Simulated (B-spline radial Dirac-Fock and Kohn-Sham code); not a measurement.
Method: independent-particle radiative and Coulomb Auger rates from relativistic LDA hole-state orbitals, with Dirac-Fock energies. Computed with a radial finite-basis atomic code.

Problem. A single inner-shell vacancy in a neutral atom gives this computed emission spectrum. Which element, which hole, and which lines?

```csv
energy (eV),relative intensity
31813.8,54.3
32190.7,100.0
36298.1,9.4
36372.5,18.3
37233.5,2.0
37249.0,3.9
37424.8,0.6
```

Solution. Barium (Z = 56), hole in K (1s). In order of rising energy the lines are Kα2 (K-L2), Kα1 (K-L3), Kβ3 (K-M2), Kβ1 (K-M3), Kβ2'' (K-N2), Kβ2' (K-N3), K-O3.
